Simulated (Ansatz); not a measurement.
`[NH2][Ge]([F])([F])[F]` + NH₃ → `[NH2][Ge]([NH2])([F])[F]` + H–F at 400 K and 1 bar (ligand exchange at a Ge–F bond).

Computed with Ansatz on PBE0-D4/def2-TZVP structures; ΔE is electronic, products minus reactants. CCSD(T)/CBS adds triple-zeta CCSD(T) − MP2 to the extrapolated MP2 energy (def2 sets, frozen cores). This one scheme is used for every species. For Ge outer-core shells are correlated without core-valence functions, which leaves a few kJ/mol of doubt a bond. Scalar relativity is left out up to krypton. Each species was taken in one conformer, which may not be the lowest.

```tsv
species	CCSD(T)/CBS energy (Eh)	H − E (kJ/mol)	S (J/(mol·K))
`[NH2][Ge]([F])([F])[F]`	-2431.53610	117.9	374.6
NH₃	-56.50880	104.2	203.1
`[NH2][Ge]([NH2])([F])[F]`	-2387.63808	184.2	379.2
H–F	-100.39570	36.5	182.2
```

H − E and S are ideal-gas, rigid-rotor, harmonic terms from PBE0-D4/def2-TZVP, for one conformer and one mirror image of each species. 1 Eh = 2625.50 kJ/mol, R = 8.31446 J/(mol·K).

By hand: ΔE, ΔH, ΔS and ΔG.

ΔE = (-2387.63808) + (-100.39570) − (-2431.53610) − (-56.50880) = 0.01112 Eh = 29.2 kJ/mol. Δ(H − E) = 184.2 + 36.5 − 117.9 − 104.2 = -1.4, so ΔH = 27.8 kJ/mol. ΔS = 379.2 + 182.2 − 374.6 − 203.1 = -16.3 J/(mol·K). ΔG = 27.8 − 400 × (-16.3)/1000 = 34.3 kJ/mol.

By hand: the equilibrium constant, and the temperature at which ΔG would vanish if ΔH and ΔS stayed fixed.

log₁₀ K = −ΔG/(RT ln 10) = -4.5. ΔH and −TΔS have one sign here, so there is no such temperature.

ΔH outweighs TΔS. A doubt of 5 kJ/mol in ΔE shifts log₁₀ K by 0.7 here. Other conformers and mirror images would add mixing entropy, several J/(mol·K) or more a flexible species. These are equilibria of isolated gas molecules and say nothing of rates. Largest T1 diagnostic: 0.012 (customary marks: 0.02 for closed shells, 0.045 for open ones).
